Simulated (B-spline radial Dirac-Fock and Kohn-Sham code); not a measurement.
L2 emission of W³⁺

System: tungsten as W³⁺, [Xe] 4f14 5d3.

The run's input, task.json:

```json
{"items": [{
  "Z": 74,
  "q": 3,
  "cfg": [[1, 0, 2], [2, 0, 2], [2, 1, 6], [3, 0, 2], [3, 1, 6], [3, 2, 10], [4, 0, 2], [4, 1, 6], [4, 2, 10], [4, 3, 14], [5, 0, 2], [5, 1, 6], [5, 2, 3]],
  "A": 184,
  "rrms": 5.3658,
  "do": ["binding", "quiet", "decay"],
  "holes": ["K", "L1", "L2", "L3", "M1", "M2", "M3", "M4", "M5", "N1", "N2", "N3", "N4", "N5", "N6", "N7"]
}]}
```

Launch: `python xray_run.py task.json out`

These are calculated numbers from an atomic code on a B-spline grid; the model is independent-particle radiative and Coulomb Auger rates from relativistic LDA hole-state orbitals, with Dirac-Fock energies.

| line | multipole | energy (eV) | rate (s⁻¹) | share (%) |
| --- | --- | --- | --- | --- |
| L2-M1 | E1 | 8717.3 | 4.48e+13 | 2.12 |
| L2-M3 | E2 | 9258.8 | 1.48e+12 | 0.0700 |
| L2-M4 | E1 | 9672.1 | 1.73e+15 | 81.6 |
| L2-N1 | E1 | 10941.8 | 1.12e+13 | 0.528 |
| L2-N4 | E1 | 11283.4 | 3.19e+14 | 15.1 |
| L2-O1 | E1 | 11462.4 | 2.08e+12 | 0.0982 |
| L2-N6 | E2 | 11510.4 | 8.69e+11 | 0.0411 |
| L2-O4 | E1 | 11546.2 | 8.89e+12 | 0.420 |

The listed lines hold 100.0 % of the radiative rate. The radiative width is 1.39 eV in the length form and 1.42 eV in the velocity form; the two differ because the transition energies are not eigenvalue differences of the potential that gave the orbitals.
